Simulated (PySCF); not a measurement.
PBE on Xe (xenon, neutral), [Kr] 4d10 5s1 5p6 5d1, 5s spin antiparallel (an excited configuration). Computed with PySCF 2.14 in aug-cc-pVQZ-DK3, with scalar relativity by spin-free X2C-1e.

```
cycle= 1 E= -7444.92842272078  delta_E= -0.013  |g|= 0.0477  |ddm|= 1.68
cycle= 2 E= -7444.92890576048  delta_E= -0.000483  |g|= 0.0464  |ddm|= 0.496
cycle= 3 E= -7444.92967359379  delta_E= -0.000768  |g|= 0.00489  |ddm|= 0.237
cycle= 4 E= -7444.92967884068  delta_E= -5.25e-06  |g|= 0.00056  |ddm|= 0.0155
cycle= 5 E= -7444.92967909251  delta_E= -2.52e-07  |g|= 5.48e-05  |ddm|= 0.00395
cycle= 6 E= -7444.92967909495  delta_E= -2.44e-09  |g|= 6.64e-06  |ddm|= 0.000282
cycle= 7 E= -7444.92967909498  delta_E= -3.37e-11  |g|= 5.45e-07  |ddm|= 2.57e-05
converged SCF energy = -7444.92967909498  <S^2> = 1.0032626  2S+1 = 2.2389843
```

Highest occupied orbital energy: 0.064 eV; ⟨L²⟩ = 6.01; populations by l: s 9.00, p 24.00, d 21.00, f 0.00.

Q: Can this result be used?

A: Not for this state. The calculation finished and met its thresholds. The outer electron is Rydberg-like, and this basis confines it to a smaller radius and binds it less than a complete one would. With the s spin flipped the determinant is a mixture of two multiplicities, not a spectroscopic state. At PBE the highest occupied level has a positive energy, so only the finite basis holds that electron; for this excited configuration the basis is too tight for the outer shell.
